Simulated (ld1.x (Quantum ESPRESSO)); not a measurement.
## u(r) = r·R(r): atom against pseudo-atom (P (Z = 15))

Columns: radius, all-electron u(r) and pseudo u(r) of the 3s shell (level -18.37 eV) of phosphorus in the configuration [Ne] 3s2 3p2.5; PBEsol, scalar-relativistic, TM scheme, ld1.x (Quantum ESPRESSO) 7.5.

```tsv
r (bohr)	all-electron	pseudo
0.082	0.1670	0.0256
0.165	-0.0870	0.0523
0.248	-0.2968	0.0810
0.330	-0.3800	0.1121
0.413	-0.3574	0.1475
0.495	-0.2657	0.1873
0.578	-0.1346	0.2333
0.660	0.0097	0.2850
0.742	0.1537	0.3430
0.825	0.2897	0.4074
0.908	0.4108	0.4756
0.990	0.5135	0.5441
1.072	0.5989	0.6100
1.155	0.6684	0.6704
1.238	0.7218	0.7208
1.320	0.7599	0.7589
1.402	0.7850	0.7845
1.485	0.7988	0.7987
1.568	0.8026	0.8026
1.650	0.7982	0.7982
1.733	0.7867	0.7867
1.815	0.7698	0.7698
1.898	0.7483	0.7483
1.980	0.7235	0.7235
2.062	0.6962	0.6962
2.145	0.6668	0.6668
```

Problem. How many radial nodes do the two functions have?

Solution. The all-electron 3s function has n − l − 1 = 2; the pseudo-wave has 0, since the states of the same l below it are removed with the core.

Problem. At about which radius was the pseudo-wave matched?

Solution. 1.65 bohr. The columns agree to 0.0005 from 1.49 bohr on; several derivatives are matched, so the curves merge somewhat inside the radius.

Problem. Is the pseudo-wave norm-conserving?

Solution. Yes: the TM scheme keeps the norm inside the radius equal to the all-electron one, which fixes the energy derivative of the logarithmic derivative at the level.
